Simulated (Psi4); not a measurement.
C₄HCoO₄ (SMILES [O+]#[C-]->[CoH](<-[C-]#[O+])(<-[C-]#[O+])<-[C-]#[O+]), singlet, at a GFN2-xTB geometry (such geometries of metal compounds can be far from the true shape); BLYP/def2-SV(P) (Psi4).

Psi4 was given this input:
```
memory 2 GB

molecule mol {
0 1
Co    0.168668   -0.215946    0.068540
O     2.115767    0.298485   -2.068334
C     1.354219    0.108808   -1.243786
O     0.726588    0.753388    2.783531
C     0.503050    0.387534    1.729020
O    -1.561314    1.998951   -0.634452
C    -0.881582    1.128690   -0.358237
O    -1.886893   -2.275152   -0.326937
C    -1.098266   -1.468095   -0.176808
H     1.028236   -1.316451    0.417831
}

set {
  basis def2-sv(p)
  reference rks
}

energy('blyp')
print_variables()
```

It wrote (shortened):

```
   => Loading Basis Set <=

    Name: DEF2-SV(P)
    Role: ORBITAL
    Keyword: BASIS

         ---------------------------------------------------------
                                   SCF
               by Justin Turney, Rob Parrish, Andy Simmonett
                          and Daniel G. A. Smith
                              RKS Reference
         ---------------------------------------------------------

  ==> Geometry <==

    Molecular point group: c1
    Full point group: C1

    Geometry (in Angstrom), charge = 0, multiplicity = 1:

       Center              X                  Y                   Z               Mass
    ------------   -----------------  -----------------  -----------------  -----------------
         CO           0.169744502374    -0.217324028345     0.068977238518    58.933194290000
         O            2.116843502374     0.297106971655    -2.067896761482    15.994914619570
         C            1.355295502374     0.107429971655    -1.243348761482    12.000000000000
         O            0.727664502374     0.752009971655     2.783968238518    15.994914619570
         C            0.504126502374     0.386155971655     1.729457238518    12.000000000000
         O           -1.560237497626     1.997572971655    -0.634014761482    15.994914619570
         C           -0.880505497626     1.127311971655    -0.357799761482    12.000000000000
         O           -1.885816497626    -2.276530028345    -0.326499761482    15.994914619570
         C           -1.097189497626    -1.469473028345    -0.176370761482    12.000000000000
         H            1.029312502374    -1.317829028345     0.418268238518     1.007825032230

  Running in c1 symmetry.

  Rotational constants: A =      0.03953  B =      0.03953  C =      0.03203 [cm^-1]
  Rotational constants: A =   1184.97843  B =   1184.97826  C =    960.09558 [MHz]
  Nuclear repulsion =  621.464727307950739

  Charge       = 0
  Multiplicity = 1
  Electrons    = 84
  Nalpha       = 42
  Nbeta        = 42

  ==> Algorithm <==

  SCF Algorithm Type is DF.
  DIIS enabled.
  MOM disabled.
  Fractional occupation disabled.
  Guess Type is SAD.
  Energy threshold   = 1.00e-06
  Density threshold  = 1.00e-06
  Integral threshold = 1.00e-12

  ==> Primary Basis <==

  Basis Set: DEF2-SV(P)
    Blend: DEF2-SV(P)
    Number of shells: 60
    Number of basis functions: 138
    Number of Cartesian functions: 148
    Spherical Harmonics?: true
    Max angular momentum: 2

  ==> DFT Potential <==

[...]
   @DF-RKS iter  89: -1834.43726053546334   -1.11325e-01   1.76433e-02 ADIIS/DIIS
   @DF-RKS iter  90: -1834.28273799590374    1.54523e-01   1.76205e-02 ADIIS/DIIS
   @DF-RKS iter  91: -1821.73649377690435    1.25462e+01   3.61274e-02 ADIIS/DIIS
   @DF-RKS iter  92: -1834.66139132337526   -1.29249e+01   1.55462e-02 ADIIS/DIIS
   @DF-RKS iter  93: -1834.28325567930597    3.78136e-01   1.80809e-02 ADIIS/DIIS
   @DF-RKS iter  94: -1834.17492570404829    1.08330e-01   1.81748e-02 ADIIS/DIIS
   @DF-RKS iter  95: -1834.57960614210310   -4.04680e-01   1.67765e-02 ADIIS/DIIS
   @DF-RKS iter  96: -1834.57703177025337    2.57437e-03   1.69801e-02 ADIIS/DIIS
   @DF-RKS iter  97: -1834.21984705482873    3.57185e-01   1.79553e-02 ADIIS/DIIS
   @DF-RKS iter  98: -1835.03940082601162   -8.19554e-01   1.45560e-02 ADIIS/DIIS
   @DF-RKS iter  99: -1834.48234398438717    5.57057e-01   1.73123e-02 ADIIS/DIIS
   @DF-RKS iter 100: -1834.57616580383365   -9.38218e-02   1.69096e-02 ADIIS/DIIS

PsiException: Could not converge SCF iterations in 100 iterations.

  Failed to converge.

Traceback (most recent call last):
  File "psi4", line 375, in <module>
  File "<string>", line 31, in <module>
  File "site-packages/psi4/driver/driver.py", line 533, in energy
  File "site-packages/psi4/driver/procrouting/proc.py", line 2760, in run_scf
  File "site-packages/psi4/driver/procrouting/proc.py", line 2047, in scf_helper
  File "site-packages/psi4/driver/procrouting/scf_proc/scf_iterator.py", line 93, in scf_compute_energy
  File "site-packages/psi4/driver/procrouting/scf_proc/scf_iterator.py", line 86, in scf_compute_energy
  File "site-packages/psi4/driver/procrouting/scf_proc/scf_iterator.py", line 609, in scf_iterate

psi4.driver.p4util.exceptions.SCFConvergenceError: Could not converge SCF iterations in 100 iterations.

Printing out the relevant lines from the Psithon --> Python processed input file:
    H     1.028236   -1.316451    0.417831
    ""","mol")
    core.IO.set_default_namespace("mol")
    core.set_global_option("BASIS", "def2-sv(p)")
    core.set_global_option("REFERENCE", "rks")
--> energy('blyp')
    print_variables()

!-------------------------------------------------------!
!                                                       !
!  Could not converge SCF iterations in 100 iterations. !
!                                                       !
!-------------------------------------------------------!
```

Convergence was not reached.
